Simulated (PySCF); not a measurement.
A GIAO shielding run with PySCF 2.14 (density fitting, non-relativistic, gas phase) on SMILES FC(F)[C@@]1(F)[SiH2][C@@H]1S[SiH3], C3H7F3SSi2:

```
$ OMP_NUM_THREADS=1 python probes_run.py task.json out

{"job": {"kind": "nmr", "xc": "PBE0", "basis": "pcSseg-1"}, "charge": 0, "multiplicity": 1}
F     -2.640508     1.573061    -0.114788
C     -1.371645     1.224133    -0.455600
F     -1.433643     0.874702    -1.762491
C     -0.879226     0.075516     0.390671
F     -0.408048     0.583371     1.582011
Si    -1.611693    -1.686448     0.329611
C      0.031891    -0.959733    -0.287979
S      1.582791    -1.378801     0.538544
Si     2.707524     0.405440     0.136367
H     -0.745065     2.126160    -0.365533
H     -2.646897    -1.869269    -0.665458
H     -1.571574    -2.375802     1.598299
H      0.196331    -0.789219    -1.345888
H      4.002146     0.101649     0.714973
H      2.045174     1.544491     0.756648
H      2.734844     0.559692    -1.316033
```

Hardware: 1 thread of an Arm Neoverse N1, shared host. The job also computes population analyses, field gradients, ring-centre shieldings.

(1) How large is the calculation?

(2) How long does it take, and how much memory does it need?

Results:

(1) 96 electrons, 209 basis functions and 1157 auxiliary functions.

(2) 74 s of wall time, with 14 SCF cycles and 5 response iterations; peak memory 0.95 GiB. Times on a shared host scatter by some tens of per cent.
